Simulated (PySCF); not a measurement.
Molecule: `F[Si@@]([SiH3])(Cl)O[SiH3]`, ClFH6OSi3.

Atom-mapped SMILES (the numbers label the heavy atoms): `[F:1][Si@@:2]([SiH3:3])([Cl:4])[O:5][SiH3:6]`; H(Xn) means a hydrogen on atom n.

Geometry PBE0-D3(BJ)/def2-SVP throughout; GIAO in PySCF 2.14, gas phase, one conformer, non-relativistic; equivalent atoms averaged; functional PBE0.

For orientation, 6-311+G(2d,p) gives these absolute shieldings σ: F1 283.1, Si2 361.8, Si6 381.9, Si3 452.7, Cl4 812.2, O5 249.5, H(Si6) 26.17, H(Si3) 27.69 ppm.

A run gave: F1 280.9, Si2 364.9, Si6 387.4, Si3 459.4, Cl4 821.5, O5 258.3, H(Si6) 26.20, H(Si3) 27.80 ppm (absolute shieldings σ).

Question: Which basis set was used in that run?
A. 6-31G*
B. 6-31G
C. pcSseg-1
D. def2-TZVP

Answer: C. Si6 tells them apart best: pcSseg-1 gives 387.4, 6-31G gives 448.3, 6-31G* gives 425.5, def2-TZVP gives 371.4 ppm.
